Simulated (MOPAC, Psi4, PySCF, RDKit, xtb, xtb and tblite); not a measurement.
Two geometries of SMILES C#CCCC(=O)OC (C6H8O2), relaxed at GFN2-xTB with one dihedral held; other torsions can differ between them too.

Structure A

```
16

C      3.9590    -0.0009    -0.1348
C      2.8543    -0.4052     0.0836
C      1.5055    -0.8615     0.3453
C      0.4607     0.2011    -0.0298
C     -0.5010    -0.2977    -1.0867
O     -0.5362    -1.4102    -1.5396
O     -1.3358     0.6808    -1.4591
C     -2.2989     0.3416    -2.4483
H      4.9336     0.3355    -0.3270
H      1.4228    -1.1302     1.4009
H      1.3160    -1.7617    -0.2482
H     -0.1330     0.5022     0.8351
H      0.9395     1.1020    -0.4186
H     -1.8021     0.0137    -3.3635
H     -2.8787     1.2427    -2.6293
H     -2.9427    -0.4642    -2.0900
```

Structure B

```
16

C     -3.9641    -0.1189    -0.1276
C     -2.8385    -0.4561     0.0975
C     -1.4678    -0.8407     0.3604
C     -0.4971     0.2734    -0.0376
C      0.9355    -0.1221     0.2345
O      1.2965    -1.1572     0.7265
O      1.7756     0.8492    -0.1494
C      3.1595     0.5990     0.0567
H     -4.9556     0.1635    -0.3198
H     -1.3504    -1.0659     1.4237
H     -1.2317    -1.7495    -0.1993
H     -0.7111     1.1888     0.5189
H     -0.5928     0.5103    -1.0995
H      3.4705    -0.2896    -0.4963
H      3.6846     1.4786    -0.3061
H      3.3624     0.4408     1.1178
```

Question: Which is lower in energy at the level B3LYP-D3(BJ)/def2-SVP // GFN2-xTB (Psi4 1.11), and by how much?

Answer: B is lower, by 2.57 kcal/mol (dihedral C2–C3–C4–C5: 120° in A, 180° in B).

E(B) − E(A) in kcal/mol at the other levels, on the same two geometries: GFN2-xTB (xtb and tblite) -1.39; MMFF94 // GFN2-xTB (RDKit) -4.41; B3LYP/def2-SVP // GFN2-xTB (Psi4) -2.61; PBE/def2-SVP // GFN2-xTB (Psi4) -2.27; PBE-D3(BJ)/def2-SVP // GFN2-xTB (Psi4) -2.25; UFF // GFN2-xTB (RDKit) -6.64; PM3, restricted, heats of formation // GFN2-xTB (MOPAC) -2.15; AM1, restricted, heats of formation // GFN2-xTB (MOPAC) -1.51; GFN1-xTB // GFN2-xTB (xtb) -1.29; restricted B3LYP/6-31G*, spherical d, density fitting // GFN2-xTB (PySCF) -2.69; restricted Hartree-Fock/6-31G*, spherical d, density fitting // GFN2-xTB (PySCF) -3.48; restricted B3LYP/6-311+G**, spherical d, density fitting // GFN2-xTB (PySCF) -2.53; restricted LDA (SVWN5)/6-31G*, spherical d, density fitting // GFN2-xTB (PySCF) -2.02.
